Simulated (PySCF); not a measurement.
# Shapes and spin states of H₂PtO

All numbers come from PBE0/[Pt def2-TZVP with ECP60, O def2-TZVP, H def2-TZVP], scalar-relativistic core potentials, density fitting, no spin–orbit coupling, PySCF.

Relaxations began from a few typed shapes and spin states; open shells are unrestricted. The search is not exhaustive: other isomers or separated fragments can lie lower, and high-lying points may rest on an excited occupation.

| spin | group | bonds | angles | imaginary modes (cm⁻¹) | ΔE (kJ/mol) | ΔE with ZPE (kJ/mol) |
| --- | --- | --- | --- | --- | --- | --- |
| singlet | Cs | Pt–H 1.539 Å (×2), Pt–O 1.737 Å | H–Pt–H 84.7°, H–Pt–O 118.1° (×2) | none | 0.0 | 0.0 |
| triplet | C1 | Pt–H 1.520 Å, Pt–H 1.600 Å, Pt–O 1.844 Å | H–Pt–H 80.8°, H–Pt–O 98.1°, H–Pt–O 160.1° | none | 18.2 | 12.4 |
| triplet | C2v | Pt–H 1.574 Å (×2), Pt–O 1.775 Å | H–Pt–H 89.8°, H–Pt–O 135.1° (×2) | none | 19.0 | 11.2 |
| triplet | Cs | Pt–H 1.521 Å, Pt–H 1.613 Å, Pt–O 1.842 Å | H–Pt–H 75.6°, H–Pt–O 99.0°, H–Pt–O 174.6° | 246i | 19.9 | – |
| singlet | C2v | Pt–H 1.578 Å (×2), Pt–O 1.709 Å | H–Pt–H 126.6°, H–Pt–O 116.7° (×2) | 1 found | 56.2 | – |
| singlet | C2v | H–H 0.966 Å, Pt–H 1.683 Å (×2), Pt–O 1.748 Å | H–H–Pt 73.3° (×2), H–Pt–H 33.4°, H–Pt–O 163.3° (×2) | 1 found | 88.5 | – |
| triplet | C2v | Pt–H 1.645 Å (×2), Pt–O 1.726 Å | H–Pt–H 161.3°, H–Pt–O 99.4° (×2) | 304i | 100.0 | – |
| quintet | Cs | Pt–H 1.634 Å (×2), Pt–O 1.870 Å | H–Pt–H 129.4°, H–Pt–O 95.4° (×2) | none | 227.7 | 219.7 |

The lowest minimum found is the singlet Cs: Pt–H 1.539 Å (×2), Pt–O 1.737 Å; H–Pt–H 84.7°, H–Pt–O 118.1° (×2).

For the lowest minimum: stability towards spin polarisation was not tested. With an element this heavy the missing spin–orbit coupling can shift these numbers.
